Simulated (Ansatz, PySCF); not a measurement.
Reaction (SMILES): CCCC[C@H](C)Cl [(2S)-2-chlorohexane] → [CH2]CCC[C@H](C)Cl + H atom (the C-H bond at the site shown breaks; other sites are not compared here)
Geometries: B3LYP-D3(BJ)/def2-TZVP minima from Ansatz (a program for electronic structure), one conformer each, not searched for the lowest.
Geometry of the first species:
```xyz
20

C     -3.6728    -0.4475    -0.2247
C     -2.3661    -0.8433     0.4564
C     -1.1339    -0.2930    -0.2573
C      0.1713    -0.6883     0.4237
C      1.4326    -0.2003    -0.2692
C      2.7066    -0.7308     0.3577
Cl     1.4886     1.6297    -0.2503
H     -3.7087    -0.8190    -1.2517
H     -3.7808     0.6389    -0.2635
H     -4.5379    -0.8501     0.3052
H     -2.2976    -1.9349     0.5119
H     -2.3699    -0.4860     1.4913
H     -1.1991     0.7963    -0.3099
H     -1.1243    -0.6513    -1.2930
H      0.2385    -1.7819     0.4678
H      0.1789    -0.3346     1.4589
H      1.3978    -0.4473    -1.3300
H      3.5877    -0.3479    -0.1552
H      2.7671    -0.4453     1.4086
H      2.7159    -1.8221     0.2955
```

Quantity: bond dissociation energy (0 K, with B3LYP-D3(BJ) harmonic zero-point energies from PySCF), in eV. Cores are frozen in the correlated levels unless marked. Open shells are spin-unrestricted. No spin-orbit coupling. No relativistic terms. CBS(X,Y): correlation extrapolated as X^-3; Hartree-Fock from the larger set. The bracket is a focal-point correction in the basis named.

Level to compare with: RI-MP2/CBS(cc-pV(T+d)Z,cc-pV(Q+d)Z)+[CCSD(T)-MP2]/cc-pV(T+d)Z (Ansatz), 4.35 eV. It is a level with limits of its own, and the differences hold the functionals' basis error too.

Rank these functionals by how close they come to RI-MP2/CBS(cc-pV(T+d)Z,cc-pV(Q+d)Z)+[CCSD(T)-MP2]/cc-pV(T+d)Z, closest first: CAM-B3LYP/def2-TZVPD (Ansatz); revPBE/def2-TZVPD (Ansatz); PBE/def2-TZVPD (Ansatz).

CAM-B3LYP/def2-TZVPD (range-separated hybrid, 4.23 eV, difference -0.12), PBE/def2-TZVPD (GGA, 4.14 eV, difference -0.21), revPBE/def2-TZVPD (GGA, 4.05 eV, difference -0.30)
